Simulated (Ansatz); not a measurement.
Calculated with Ansatz (gas phase, PBE0-D4/def2-TZVP geometries, no zero-point term in ΔE). CCSD(T)/CBS is the MP2 limit (def2-TZVPP, def2-QZVPP) plus CCSD(T) − MP2 in def2-TZVPP, frozen cores. This one scheme is used for every species. Functionals use def2-TZVPP. B3LYP here is the variant with VWN-RPA as its local correlation; programs differ in this. One conformer a species, not always the lowest.

Reaction (ligand exchange at the Si–N bond): `O[SiH]([SiH3])N[SiH3]` + PH₃ → `O[SiH]([SiH3])P` + `N[SiH3]`

**Question.** Is it downhill or uphill in electronic energy at CCSD(T)/CBS, and by how much? (Best estimate.)

**Answer.** The calculation gave: Uphill: ΔE = +50.2 kJ/mol.

**Question.** What do these levels give: r2SCAN-D4, B3LYP-D4, B2PLYP, PBE, r2SCAN, PBE0, B3LYP, HF/def2-TZVPP, MP2/def2-TZVPP, HF/def2-QZVPP, MP2/def2-QZVPP, HF/CBS(def2)? (An estimate is asked.)

**Answer.** Computed: r2SCAN-D4 44.9, B3LYP-D4 50.6, B2PLYP 49.1, PBE 33.7, r2SCAN 43.7, PBE0 37.5, B3LYP 44.7, HF/def2-TZVPP 55.2, MP2/def2-TZVPP 53.3, HF/def2-QZVPP 56.0, MP2/def2-QZVPP 51.7, HF/CBS(def2) 56.1 kJ/mol.

Largest T1 diagnostic among the species: 0.014.

The D4 term adds +5.9 kJ/mol with B3LYP and +3.5 kJ/mol with PBE0; it sums over pairs of atoms, weighted by their polarisabilities, and B3LYP, whose exchange is more repulsive, gets the larger term. From PBE to PBE0 (25 % exact exchange), in def2-TZVPP and without D4, ΔE moves by +3.8 kJ/mol.
